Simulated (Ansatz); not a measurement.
Two isomers of C2H6OSSi: A = `[SiH3]C1(S)CO1`, B = `C[SiH](S)C=O`.

Calculated with Ansatz (gas phase, PBE0-D4/def2-TZVP geometries, no zero-point term in ΔE). CBS: MP2 limit from def2 TZ/QZ plus the TZ coupled-cluster correction, frozen cores. DFT in def2-TZVPP. B3LYP here is the variant with VWN-RPA as its local correlation; programs differ in this. Each species was taken in one conformer, which may not be the lowest.

Problem. Which isomer does CCSD(T)/CBS put lower? Give the gap. (Estimate.)

Solution. Computed: B, by 51.8 kcal/mol.

Problem. Give E(B) − E(A) in kcal/mol with MP2/def2-TZVPP, PBE-D4, B3LYP, ωB97M-V, r2SCAN-D4, PBE0-D4, HF/def2-TZVPP. (Estimate.)

Solution. Ansatz gave: MP2/def2-TZVPP -50.5, PBE-D4 -49.7, B3LYP -53.8, ωB97M-V -51.7, r2SCAN-D4 -51.3, PBE0-D4 -50.0, HF/def2-TZVPP -57.2. None reverses the order clearly.

Largest T1 diagnostic: 0.014.

In def2-TZVPP, CCSD(T) changes the Hartree–Fock value by +5.7 kcal/mol (the triples alone add +0.7 kcal/mol) and MP2 by +6.7 kcal/mol.
